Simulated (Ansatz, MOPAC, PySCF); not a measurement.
Constitutional and geometric isomers with formula H2B2Si. Gas-phase values, no solvent. Strings in code marks are SMILES.

Quantity: electronic energy of isomers of H2B2Si relative to `B1=[SiH]B1`, in kJ/mol. The restricted reference of `B1=B[SiH2]1` and `B1=[SiH]B1` is unstable towards unrestricted orbitals. Semi-empirical values (MOPAC) are differences of heats of formation.

Level 1: frozen-core CCSD(T)/cc-pVQZ // PBE0-D3(BJ)/def2-TZVP (Ansatz, a quantum-chemistry and plane-wave program)
Level 2: B3LYP/6-311+G** // PBE0-D3(BJ)/def2-TZVP (PySCF)
Level 3: frozen-core MP2/6-31G* // PBE0-D3(BJ)/def2-TZVP (PySCF)
Level 4: PM7 // PBE0-D3(BJ)/def2-TZVP (MOPAC)

| species | level 1 | level 2 | level 3 | level 4 |
|---|---|---|---|---|
| `B1=B[SiH2]1` | 192.4 | 234.9 | 215.6 | 192.8 |
